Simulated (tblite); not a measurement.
Species: C₅H₆FO (doublet state).
Bonds: C1–C2 (double), C2–C3, C3–O4 (double), C3–C5, C5–C6, C6–F7. Hydrogens: H8, H9 on C1; H10, H11 on C5; H12, H13 on C6.

Structure optimised with GFN2-xTB, isolated species. This method treats the open shell by occupation alone, without spin polarisation.

(1) List the bond lengths, angles and torsions at this level.

Results:

(1) 
| bond | length (Å) | order |
| --- | --- | --- |
| C1=C2 | 1.281 | double |
| C2–C3 | 1.389 | single |
| C3=O4 | 1.231 | double |
| C3–C5 | 1.527 | single |
| C5–C6 | 1.521 | single |
| C6–F7 | 1.374 | single |
| C1–H8 | 1.084 | single |
| C1–H9 | 1.084 | single |
| C5–H10, C5–H11 | 1.093 | single |
| C6–H12, C6–H13 | 1.094 | single |

Bonds in one row agree within 0.01 Å and their mean is given. Orders are formal, as drawn. A selection of angles:
| angle | degrees |
| --- | --- |
| C2–C1–H8 | 122.8 |
| C2–C1–H9 | 122.9 |
| H8–C1–H9 | 114.3 |
| C1–C2–C3 | 178.0 |
| C2–C3–O4 | 123.3 |
| C2–C3–C5 | 114.3 |
| O4–C3–C5 | 122.4 |
| C3–C5–C6 | 110.3 |
| C3–C5–H10 | 109.4 |
| C6–C5–H10 | 110.0 |
| H10–C5–H11 | 107.6 |
| C5–C6–F7 | 110.0 |
| C5–C6–H12 | 111.3 |
| F7–C6–H12 | 107.3 |
| H12–C6–H13 | 109.6 |

Torsions: C2–C3–C5–C6 180° (antiperiplanar); C3–C5–C6–F7 179° (antiperiplanar).

C3 (carbon bonded to 2 C and O) is planar (angles 123.3°, 122.4° and 114.3°, sum 360.0°, 0.00 Å off the plane of its three neighbours). C1 (carbon bonded to C and 2 H) is planar (angles 122.9°, 122.8° and 114.3°, sum 360.0°, 0.00 Å off the plane of its three neighbours). The C–C distances run from 1.281 Å (C1=C2, drawn double) to 1.527 Å (C3–C5, drawn single), a spread of 0.246 Å. The 7 heavy atoms lie in one plane (0.008 Å rms). Of the pairs four or more bonds apart, O4···H12 is among the closest relative to their van der Waals radii: 2.71 Å, 100 % of the sum of Bondi's values.

Point group: Cs (every atom within 0.08 Å of its image). Its GFN2-xTB frequencies are all real (lowest 37 cm⁻¹).

One conformer stands for the species.

All values are computed, not measured.
